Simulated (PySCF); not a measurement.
## Levels of Tm⁵⁸⁺ from EOM-EA-GCCSD

Reference: closed-shell Tm⁵⁹⁺, [Ne]; one electron is added. Calculated with PySCF 2.14, two-component X2C-1e with screened spin-orbit coupling, an even-tempered Gaussian basis (17 s from 9.9 bohr⁻², ratio 2.6; 13 p from 13 bohr⁻², ratio 2.6; 6 d from 13 bohr⁻², ratio 2.8; 3 f from 280 bohr⁻², ratio 2.8); frozen 1s2; the 48 highest virtual spinors dropped; of the others 52 kept and the rest restored at second order. No Breit or QED terms. Binding energies in eV.

| level | Koopmans | second order | EOM-CCSD |
| --- | --- | --- | --- |
| 3s1/2 | 6027.6 | 6028.5 | 6028.5 |
| 3p1/2 | 5884.5 | 5885.5 | 5885.5 |
| 3p3/2 | 5613.1 | 5614.0 | 5614.0 |
| 3d3/2 | 5439.0 | 5439.7 | 5439.7 |
| 3d5/2 | 5377.3 | 5378.0 | 5378.0 |

Electric-dipole lines between these computed levels:

```json
{"lower": "3s1/2", "upper": "3p1/2", "ΔE (eV)": "142.95", "vacuum wavelength (nm)": "8.673"}
{"lower": "3s1/2", "upper": "3p3/2", "ΔE (eV)": "414.53", "vacuum wavelength (nm)": "2.991"}
{"lower": "3p1/2", "upper": "3d3/2", "ΔE (eV)": "445.83", "vacuum wavelength (nm)": "2.781"}
{"lower": "3p3/2", "upper": "3d3/2", "ΔE (eV)": "174.26", "vacuum wavelength (nm)": "7.115"}
{"lower": "3p3/2", "upper": "3d5/2", "ΔE (eV)": "236.00", "vacuum wavelength (nm)": "5.254"}
```

For comparison, the ionisation energy of Tm⁵⁸⁺ is 6023 ± 6 eV (theoretical estimate listed by NIST; NIST Atomic Spectra Database, ionization energies).

Only part of the computed levels is shown.
